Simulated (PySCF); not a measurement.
Atoms are numbered as in `[CH3:1][C:2]#[C:3]/[CH:4]=[C:5](/[CH2:6][CH2:7][F:8])[SiH2:9][OH:10]`; H(Xn) means a hydrogen on atom n.

Computational details: PBE0/pcSseg-1 with gauge-including orbitals, geometry from GFN2-xTB, in PySCF (relativity neglected, rapidly exchanging positions averaged, no solvent model, a single conformation).

Scale: ¹³C (186.93 ppm) against TMS (reference shieldings calculated alike).

Do the ¹³C shifts follow the atomic charges (in e)? Tabulate both.

Results:


```
atoms  hybridisation  δ (ppm)  σ para (ppm)  Hirshfeld    IAO  Mulliken  ESP-fitted
   C5            sp2    163.2          -242      -0.08  -0.28     -0.52       -0.20
   C4            sp2    129.7          -207      -0.04  -0.15     -0.11       +0.03
   C2             sp    103.5          -187      -0.03  -0.03     -0.26       +0.23
   C7            sp3     92.3          -148      +0.03  +0.05     +0.18       +0.15
   C3             sp     84.0          -149      -0.07  -0.08     +0.06       -0.40
   C6            sp3     42.5          -105      -0.08  -0.27     -0.21       -0.22
   C1            sp3      5.8           -73      -0.09  -0.44     -0.19       -0.56
```

Correlation coefficients of δ with charge over these carbons: Hirshfeld +0.25, IAO +0.42, Mulliken -0.29, ESP-fitted +0.53; with the paramagnetic shielding -0.99. With so few points, grouped by hybridisation, these coefficients are fragile. Charge is one influence among several: hybridisation and low-lying excitations act through the paramagnetic term.

Shifts are as computed. Against solution values, carbons near 30 ppm lie about +3 ppm off and those near 130 ppm about +5 ppm. Of 1211 compounds with measured shifts, 218 miss one by over three times the rms of a fit or turn the order of signals round; such compounds aren't used in these exercises.
